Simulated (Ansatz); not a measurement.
Molecule: HSe, net charge -1, singlet state. Whether it binds its extra electron was not tested at this geometry. 
Structure (B3LYP-D3(BJ)/def2-TZVP (Ansatz, an electronic-structure program) minimum search):
```xyz
2

Se     0.0000     0.0000    -0.0422
H      0.0000     0.0000     1.4361
```
Charge -1, spin multiplicity 1.

Basis-set convergence of Hartree-Fock and CCSD(T) correlation energies (hartree) with Ansatz. Valence correlation only, unless marked. Spin-orbit coupling is left out. Frozen are the shells of the preceding noble gas and the d and f shells that filled before the atom's block. Non-relativistic. This anion needs diffuse functions, which these sets lack.

```
basis       functions        E(HF)  E(corr, CCSD(T))
----------  ---------  -----------  ----------------
def2-SVP           37  -2400.13507          -0.14350
def2-TZVPP         62  -2400.44733          -0.19405
def2-QZVPP        119          [?]               [?]
```

Task: What belongs in the gaps?

Result: 
- def2-QZVPP, E(HF): -2400.49825
- def2-QZVPP, E(corr, CCSD(T)): -0.20961
